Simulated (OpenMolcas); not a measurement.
Mn4+: effect of correlating more closed shells

```
Program             : OpenMolcas
Basis               : ANO-RCC-VTZP [6s5p3d2f1g]
Scalar Hamiltonian  : DKH2, point nucleus
Active space        : 3 electrons in 5 orbitals (3d)
State averaging     : 2S+1 = 4 even, 10 roots; 2S+1 = 2 even, 40 roots
Spin-orbit coupling : state interaction with AMFI integrals over the reference wave functions, term energies averaged over their components
```

Methods on the same reference wave functions:
A. CASSCF
B. MS-CASPT2, IPEA 0.25 Eh, imaginary shift 0.1 Eh (closed shells correlated: none)
C. MS-CASPT2, IPEA 0.25 Eh, imaginary shift 0.1 Eh (closed shells correlated: 3s 3p)
D. MS-CASPT2, IPEA 0.25 Eh, imaginary shift 0.1 Eh (closed shells correlated: 2s 2p 3s 3p)

Energies in cm⁻¹ above 3d³ ⁴F_3/2, the measured ground level; measured values from Corliss and Sugar, J. Phys. Chem. Ref. Data 6, 1253 (1977).

```json
{"Level": "3d³ ⁴F_3/2", "A": "0.0", "B": "0.0", "C": "0.0", "D": "0.0", "Measured": "0.0"}
{"Level": "3d³ ⁴F_5/2", "A": "371", "B": "373", "C": "374", "D": "374", "Measured": "359"}
{"Level": "3d³ ⁴F_7/2", "A": "877", "B": "880", "C": "881", "D": "881", "Measured": "835"}
{"Level": "3d³ ⁴F_9/2", "A": "1504", "B": "1506", "C": "1506", "D": "1506", "Measured": "1412"}
{"Level": "3d³ ⁴P_1/2", "A": "20470", "B": "18840", "C": "17160", "D": "17080", "Measured": "16434"}
{"Level": "3d³ ⁴P_3/2", "A": "20621", "B": "18970", "C": "17300", "D": "17220", "Measured": "16595"}
{"Level": "3d³ ²G_7/2", "A": "20933", "B": "19610", "C": "18110", "D": "18120", "Measured": "17892"}
{"Level": "3d³ ⁴P_5/2", "A": "21064", "B": "19440", "C": "17760", "D": "17680", "Measured": "17049"}
{"Level": "3d³ ²G_9/2", "A": "21447", "B": "20130", "C": "18640", "D": "18640", "Measured": "18399"}
{"Level": "3d³ ²P_1/2", "A": "27591", "B": "24560", "C": "23540", "D": "23500", "Measured": "23082"}
{"Level": "3d³ ²H_9/2", "A": "27655", "B": "26710", "C": "25500", "D": "25540", "Measured": "24975"}
{"Level": "3d³ ²P_3/2 [67 %]", "A": "27729", "B": "24700", "C": "23450", "D": "23400", "Measured": "22919"}
{"Level": "3d³ ²H_11/2", "A": "28042", "B": "27100", "C": "25890", "D": "25940", "Measured": "25334"}
{"Level": "3d³ ²D_3/2(1) [68 %]", "A": "30181", "B": "27020", "C": "25270", "D": "25210", "Measured": "24670"}
{"Level": "3d³ ²D_5/2(1)", "A": "30469", "B": "27330", "C": "25330", "D": "25260", "Measured": "24630"}
{"Level": "3d³ ²F_7/2", "A": "47482", "B": "44390", "C": "41400", "D": "41340", "Measured": "40423"}
{"Level": "3d³ ²F_5/2", "A": "47707", "B": "44620", "C": "41620", "D": "41560", "Measured": "40707"}
{"Level": "3d³ ²D_5/2(2)", "A": "74136", "B": "67480", "C": "64930", "D": "64800", "Measured": "62608"}
{"Level": "3d³ ²D_3/2(2)", "A": "74403", "B": "67780", "C": "65200", "D": "65070", "Measured": "62854"}
```

Deviations, from unrounded energies. A percentage is the sum of absolute deviations over the sum of measured energies, with the sign that they share, or ± where signs differ.

```csv
Against measurement,Levels,A,B,C,D
mean absolute deviation (cm-1),18,4500,2200,710,660
fine structure of the ground term (%),3,+5.6,+5.8,+5.9,+6.0
other terms of the ground configuration (%),15,+18.6,+9.1,+2.9,+2.7
```

D lies closest to measurement on these levels and A furthest from it. The largest miss of D in the table is 3d³ ²D_3/2(2), by +2200 cm-1. The ranking rests on the paired levels alone, and a cruder setting can come out closer through cancelling errors.

Among B to D the level of the table that moves most is 3d³ ²F_5/2, by 3100 cm-1 (lowest in D, highest in B). Moves below CASPT2's spread within the term are not significant.

The two smallest mean deviations differ by little beside CASPT2's spread within terms, so their order carries little weight.

From A to B the spin-free energies of the other terms of 3d³ shown, above ⁴F, scale by factors of 0.89 to 0.96, as is usual when dynamic correlation screens the repulsion within a d or f shell.

The lowest spin-free term lies below A's lowest term by 0.019 hartree in B, 0.326 hartree in C, 0.366 hartree in D.

What an inner shell adds also hangs on whether the basis holds functions to correlate it.

CASPT2 breaks the degeneracy within a term, and the mean is taken; among the terms shown or strongly mixed into the levels shown the widest spread is 870 cm-1 (3d³ ⁴F, D). Without dynamic correlation excited terms often stand tens of per cent too high (terms of higher spin than the ground term too low), and those without a measured partner can miss by more than the paired ones (holds for A). Some levels mix across a computed gap that differs much from the measured one, so their mixing is not that of the real levels (holds for A; B). Computed and measured levels are paired by configuration, term and J; levels that our copy of the source lacks, or whose pairing is in doubt (as where it misses far off the trend of its configuration), stay unpaired and out of the deviations. Levels of configurations outside the active space are missing.

A share in square brackets marks a mixed level and gives the weight of the term that names it, the lowest over the columns. A number in round brackets counts repeated terms of one configuration in the order of the reference energies.
